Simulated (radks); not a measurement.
Charge is removed step by step from the 2p3/2 level of the holmium ion Ho2+, starting from [He] 2s2 2p(1/2: 2, 3/2: 4) 3s2 3p6 3d10 4s2 4p6 4d10 4f11 5s2 5p6. Calculated with a radial shooting solver on a logarithmic mesh with Libxc functionals: Dirac Kohn-Sham, PBE, spin-unpolarised, spherical densities, finite nucleus; open shells fill j = l - 1/2 first; Fermi nuclear charge, rms radius 5.2022 fm.

| removed (e) | E - E(0) (eV) | eigenvalue (eV) | E minus straight line (eV) |
|---|---|---|---|
| 0 | 0.000 | -7976.7 | 0.000 |
| 0.25 | 2000.2 | -8025.4 | -18.397 |
| 0.5 | 4012.7 | -8074.4 | -24.580 |
| 0.75 | 6037.5 | -8123.7 | -18.471 |
| 1 | 8074.6 | -8173.3 | 0.000 |

Removing the whole electron costs 8074.6 eV by Delta-SCF, against 7976.7 eV from minus the eigenvalue at the starting occupation. Slater's transition state (half an electron removed) gives 8074.4 eV. Integrating minus the eigenvalue over the occupation (Janak's theorem) gives 8074.6 eV. The mean slope of the eigenvalue, de/dn, is 197 eV per electron.
